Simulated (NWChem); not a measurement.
System: C5H2F2; SMILES C#CC(F)(F)C#C

The following NWChem deck was run.

```
start job
memory heap 200 mb stack 900 mb global 1100 mb
geometry units angstroms noautosym nocenter noautoz
  C      2.211399     0.000000    -1.158658
  C      1.217815     0.000000    -0.471768
  C      0.000000     0.000000     0.353813
  F      0.000000    -1.086886     1.161437
  F      0.000000     1.086886     1.161437
  C     -1.217815     0.000000    -0.471768
  C     -2.211399     0.000000    -1.158658
  H      3.097626     0.000000    -1.767905
  H     -3.097626     0.000000    -1.767905
end
basis spherical
  * library 6-31g*
end
dft
  xc m06-2x
  iterations 150
end
cosmo
  do_cosmo_smd true
  solvent water
end
task dft energy
```

NWChem printed, in part:

```
             Northwest Computational Chemistry Package (NWChem) 7.3.0
             --------------------------------------------------------

                             Geometry "geometry" -> ""
                             -------------------------

 Output coordinates in angstroms (scale by  1.889725989 to convert to a.u.)

  No.       Tag          Charge          X              Y              Z
 ---- ---------------- ---------- -------------- -------------- --------------
    1 C                    6.0000     2.21139900     0.00000000    -1.15865800
    2 C                    6.0000     1.21781500     0.00000000    -0.47176800
    3 C                    6.0000     0.00000000     0.00000000     0.35381300
    4 F                    9.0000     0.00000000    -1.08688600     1.16143700
    5 F                    9.0000     0.00000000     1.08688600     1.16143700
    6 C                    6.0000    -1.21781500     0.00000000    -0.47176800
    7 C                    6.0000    -2.21139900     0.00000000    -1.15865800
    8 H                    1.0000     3.09762600     0.00000000    -1.76790500
    9 H                    1.0000    -3.09762600     0.00000000    -1.76790500

 Effective nuclear repulsion energy (a.u.)     257.2725924323

                                 NWChem DFT Module
                                 -----------------

 Summary of "ao basis" -> "ao basis" (spherical)
 ------------------------------------------------------------------------------
       Tag                 Description            Shells   Functions and Types
 ---------------- ------------------------------  ------  ---------------------
 C                           6-31g*                  6       14   3s2p1d
 F                           6-31g*                  6       14   3s2p1d
 H                           6-31g*                  2        2   2s

 in cosmo_initialize ...
 calling solv_data for solv:h2o

 solvent parameters
 solvname_short: h2o
 solvname_long:  water
 dielec:       78.4000
 dielecinf:     1.7769
 aqueous SMD model solvent descriptors
 dielec:       78.4000
 sola:          0.8200

          ---------------
          -cosmo- solvent
          ---------------
 Cosmo: York-Karplus, doi: 10.1021/jp992097l
 dielectric constant -eps-     =  78.40
 screen = (eps-1)/(eps    )    =   0.98724
 surface charge correction     = lagrangian

   van der Waals surface
 --------------------------

[...]

                                COSMO-SMD solvation results
                                ---------------------------

             internal energy in gas <Psi(g)|H|Psi(g)> =      -391.095491893971
         internal energy in solvent <Psi(s)|H|Psi(s)> =      -391.093661760130
                               delta internal energy  =         0.001830133841 (    1.15 kcal/mol)
   total free energy in solvent <Psi(s)|H+V/2|Psi(s)> =      -391.105896213207
 polarization energy contribution <Psi(s)|V/2|Psi(s)> =        -0.012234453077 (   -7.68 kcal/mol)
    total free energy in solvent including G(SMD-CDS) =      -391.094989343814
                       G(SMD-CDS) energy contribution =         0.010906869393 (    6.84 kcal/mol)
     1 M fixed-concentration free energy of solvation =         0.000502550157 (    0.32 kcal/mol)

                       DFT Final Molecular Orbital Analysis
                       ------------------------------------

 Vector   23  Occ=2.000000D+00  E=-3.753764D-01
              MO Center=  4.7D-08, -2.4D-09, -6.8D-01, r^2= 4.1D+00
   Bfn.  Coefficient  Atom+Function         Bfn.  Coefficient  Atom+Function
  ----- ------------  ---------------      ----- ------------  ---------------
    18      0.294864  2 C  py                74      0.294864  6 C  py
     4      0.275913  1 C  py                88      0.275913  7 C  py
    22      0.171648  2 C  py                78      0.171648  6 C  py
     8      0.167760  1 C  py                92      0.167760  7 C  py
    47     -0.127736  4 F  pz                61      0.127736  5 F  pz

 Vector   24  Occ=2.000000D+00  E=-3.615848D-01
              MO Center= -4.7D-08, -1.3D-10, -7.8D-01, r^2= 4.3D+00
   Bfn.  Coefficient  Atom+Function         Bfn.  Coefficient  Atom+Function
  ----- ------------  ---------------      ----- ------------  ---------------
    18      0.299552  2 C  py                74     -0.299552  6 C  py
     4      0.296139  1 C  py                88     -0.296139  7 C  py
     8      0.183005  1 C  py                92     -0.183005  7 C  py
    22      0.175585  2 C  py                78     -0.175585  6 C  py
    45      0.083954  4 F  px                59     -0.083954  5 F  px

 Vector   25  Occ=2.000000D+00  E=-3.512721D-01
              MO Center=  1.2D-08,  2.9D-10, -8.5D-01, r^2= 4.3D+00
   Bfn.  Coefficient  Atom+Function         Bfn.  Coefficient  Atom+Function
  ----- ------------  ---------------      ----- ------------  ---------------
     5      0.261597  1 C  pz                89     -0.261597  7 C  pz
    19      0.218168  2 C  pz                75     -0.218168  6 C  pz
    17      0.203572  2 C  px                73      0.203572  6 C  px
     3      0.164509  1 C  px                87      0.164509  7 C  px
     9      0.155617  1 C  pz                93     -0.155617  7 C  pz

 Vector   26  Occ=0.000000D+00  E= 2.564441D-02
              MO Center=  2.3D-09,  3.6D-09, -5.7D-01, r^2= 4.6D+00
   Bfn.  Coefficient  Atom+Function         Bfn.  Coefficient  Atom+Function
  ----- ------------  ---------------      ----- ------------  ---------------
     8      0.405195  1 C  py                92      0.405195  7 C  py
    36     -0.322114  3 C  py                22     -0.292155  2 C  py
    78     -0.292155  6 C  py                 4      0.287681  1 C  py
    88      0.287681  7 C  py                32     -0.238774  3 C  py
    48     -0.212468  4 F  s                 62      0.212468  5 F  s

[...]
```

Level: M06-2X/6-31G* (spherical d), SMD on the gas-phase geometry. Coordinates come from a PBE0/def2-SVP optimisation. Solvent: water.
